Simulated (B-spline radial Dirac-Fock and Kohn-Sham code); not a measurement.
**Dipole and non-dipole photoemission parameters of Ho 5p1/2**

System: atomic holmium, configuration [Xe] 4f11 6s2; threshold 33.24 eV (orbital energy of the model). The computed values come from a B-spline atomic structure program: Dirac-Hartree-Slater photoionisation with a Latter tail; cross sections with all multipoles, angular parameters from the dipole term and its interference with E2.

For linearly polarised light dσ/dΩ = σ/(4π) [1 + β P₂(cos θ) + (δ + γ cos²θ) sin θ cos φ], with θ from the polarisation vector and φ the angle between the beam and the projection of the electron momentum on the plane normal to the polarisation.

```tsv
hν (eV)	σ (kb)	β	γ	δ
52.5	1500	1.913	0.053	-0.007
60	902	1.822	0.142	-0.012
65.3	655	1.726	0.206	-0.016
148	54.9	-0.022	0.087	0.007
165	45.7	-0.056	0.003	0.019
176	41.5	-0.034	-0.031	0.025
628	11.6	1.425	0.325	0.009
699	10.3	1.484	0.317	0.007
800	8.74	1.546	0.293	0.004
1020	6.40	1.628	0.220	0.001
1253.6	4.80	1.674	0.143	-0.001
1320	4.45	1.682	0.124	-0.001
1330	4.40	1.684	0.121	-0.001
1486.9	3.73	1.698	0.080	-0.002
1490	3.71	1.699	0.080	-0.002
2000	2.32	1.718	-0.001	-0.003
2350	?	?	?	?
2480	1.60	1.717	-0.021	-0.003
3370	0.912	1.697	0.027	-0.004
4000	0.653	1.677	0.096	-0.003
5400	0.354	1.632	0.290	0.000
5414.7	0.352	1.631	0.292	0.000
5610	0.326	1.625	0.321	0.001
6230	0.260	1.605	0.414	0.003
6290	0.255	1.603	0.423	0.003
7440	0.176	1.567	0.592	0.008
10400	0.0804	1.486	0.988	0.025
11200	0.0672	1.466	1.084	0.030
12000	0.0568	1.446	1.176	0.036
13300	0.0440	1.417	1.317	0.045
```

Q: Give the values at 2350 eV.

A: σ = 1.76 kb, β = 1.718, γ = -0.020, δ = -0.003.
